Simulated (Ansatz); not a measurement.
Input for Ansatz (a first-principles code): R-wB97M-V/def2-TZVPPD on HCl (SMILES Cl). Files ending in .json are basis or fitting sets from the Basis Set Exchange.

Ansatz 0.2 input:
```yaml
crystal:
  periodic: [false, false, false]
  atoms:
    - {symbol: Cl, position_ang: [1.20790380, 0.53037820, 0.65711566]}
    - {symbol: H, position_ang: [0.72764192, 0.27999148, 1.82364411]}
basis:
  gaussian:
    orbitals: def2-TZVPPD.json
hamiltonian:
  xc: {name: wB97M-V}
scf: {lower_state_search: off}
```

It printed:

```
WARN ansatz: RAYON_NUM_THREADS=1 ignored (pool sized by the plan → 1); use --threads N
Functional definition: wB97M-V
these checks for a lower state are left out or cut short: stability, starts, cluster_reference, orbital_swaps, neighbouring_geometries, increment
integrals: 0.01 GiB planned
386 factors; their error is unknown
integrals: 0.05 GiB planned
85 factors; integrals over basis functions are off by at most 5.7e-5 eV
mean field: 0.16 GiB planned
mean field evaluation 1: about -12538.4453 eV, gradient 9.9e0 eV
mean field evaluation 2: about -12538.6746 eV, gradient 6.9e0 eV
mean field evaluation 4: about -12538.7595 eV, gradient 1.6e-1 eV
mean field evaluation 8: about -12538.7793 eV, gradient 2.4e-2 eV
mean field evaluation 16: about -12538.7793 eV, gradient 1.8e-6 eV
mean field -12538.77930441 eV, -460.7916403471 hartree, gradient 1.8e-6 eV, S^2 0.000000; 0 other end points of the search recorded, 0 dependent functions left out
reference -12538.77936296 eV, -460.7916424988 hartree; 9, 9 occupied and 59, 59 virtual orbitals, 386 factors
Total energy: -12538.77936296 eV, -460.7916424988 hartree
Checks for a lower state left out: stability, starts, cluster_reference, orbital_swaps, neighbouring_geometries, increment
```

The run converged.

Cost: around 0.9 core-seconds (rough).
